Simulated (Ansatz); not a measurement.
Reaction (silylene formation by 1,1-elimination): `C[Si](O)(Cl)Br` → `ClBr` + `C[Si]O`

Computed with Ansatz on PBE0-D4/def2-TZVP structures; ΔE is electronic, products minus reactants. CBS: MP2 limit from def2 TZ/QZ plus the TZ coupled-cluster correction, frozen cores. This one scheme is used for every species. DFT in def2-TZVPP. HSE06 is defined as in plane-wave codes. For Br outer-core shells are correlated without core-valence functions, which leaves a few kJ/mol of doubt a bond. Scalar relativity is left out up to krypton. One conformer a species, not always the lowest.

| level | ΔE (eV) |
| --- | --- |
| PBE-D4 | 5.31 |
| HSE06-D4 | 5.61 |
| BHLYP-D4 | 5.70 |
| B2PLYP | 5.43 |
| PBE | 5.19 |
| PBE0 | 5.51 |
| CAM-B3LYP | 5.38 |
| MP2/def2-SVP | 5.81 |

Question: What does CCSD(T)/CBS give? (An estimate is asked.)

Answer: The calculation gave: +5.58 eV. The listed levels differ from it by -0.27, 0.03, 0.12, -0.15, -0.39, -0.07, -0.20, 0.23 eV.

Largest T1 diagnostic among the species: 0.014.

From PBE to PBE0 (25 % exact exchange), in def2-TZVPP and without D4, ΔE moves by +0.32 eV. Leaving LDA and LC-ωPBE aside and taking each functional with its dispersion term where it has one, the values, not all of them listed here, spread over 0.83 eV, from BLYP-D4 to r2SCAN0-D4. LDA lies +0.44 eV from PBE without D4.
